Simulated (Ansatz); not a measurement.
SnHF3. Total charge 0; triplet. Geometry PBE0-D4/def2-TZVP, that of the neutral singlet; atoms count from 1.

Cartesian coordinates in Å:
```
Sn 0.085 -0.082 0.000
H 1.295 -1.251 -0.002
F -0.636 0.265 -1.713
F 0.660 1.602 0.640
F -1.404 -0.533 1.075
```

In the def2 sets Sn takes a core potential; there is no spin–orbit coupling. At PBE0-D4/def2-TZVP a singlet of charge 0 lies 6.38 eV below the triplet at the same geometry.

Question: Estimate the Mulliken populations from the PBE0/def2-TZVP orbitals of Ansatz.

Answer: 
```json
{"atom": "Sn1", "charge (e)": "1.04", "spin (α − β)": "0.68"}
{"atom": "H2", "charge (e)": "0.07", "spin (α − β)": "0.72"}
{"atom": "F3", "charge (e)": "-0.37", "spin (α − β)": "0.20"}
{"atom": "F4", "charge (e)": "-0.37", "spin (α − β)": "0.20"}
{"atom": "F5", "charge (e)": "-0.37", "spin (α − β)": "0.20"}
```
Mulliken values and Mayer orders depend strongly on the basis.

Question: Where does the spin sit?

Answer: Summed by element: Sn 0.68, H 0.72, F 0.59, of 2 unpaired in all. Largest on single atoms: H2 0.72, Sn1 0.68, F4 0.20.

Question: And the Mayer bond orders between bonded heavy atoms (over 0.3)?

Answer: Sn1–F3 0.78 (1.89 Å); Sn1–F4 0.78 (1.89 Å); Sn1–F5 0.78 (1.89 Å).
